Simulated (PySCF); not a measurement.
C₅H₄F₂O, SMILES F/C=C1/C(=O)[C@@H](C1)F. Atoms are numbered in the order given.

```xyz
12

O     -0.8100     1.9017     0.6927
C     -0.5773     0.8292     0.2153
C      0.6455     0.0294    -0.0682
C      1.9324     0.3758    -0.0940
F      2.8948    -0.4652    -0.4196
C     -0.1687    -1.2096    -0.3565
C     -1.4429    -0.3309    -0.3260
F     -2.4724    -0.7564     0.4455
H      2.2895     1.3819     0.1473
H     -0.1663    -1.9213     0.4843
H      0.0396    -1.7489    -1.2911
H     -1.8181    -0.0943    -1.3385
```

The structure is a stationary point at PBE0-D3(BJ)/def2-SVP. The structure was generated by enumeration; whether it is a known compound was not checked.

Method: PySCF with CAM-B3LYP/def2-TZVP.

Isolated molecule, no solvent.

Computed frontier levels, gap, dipole moment:
```
Item                                                                                                           Result
---------------------------------------------------------------------------------------------  ----------------------
highest occupied level                                                                                       -9.14 eV
lowest empty level                                                                                           -1.15 eV
orbital gap                                                                                                   7.98 eV
dipole moment                                                                                                  2.88 D
quadrupole, principal values (traceless, Buckingham form, about the centre of nuclear charge)  -10.90, 2.89, 8.01 D·Å
```
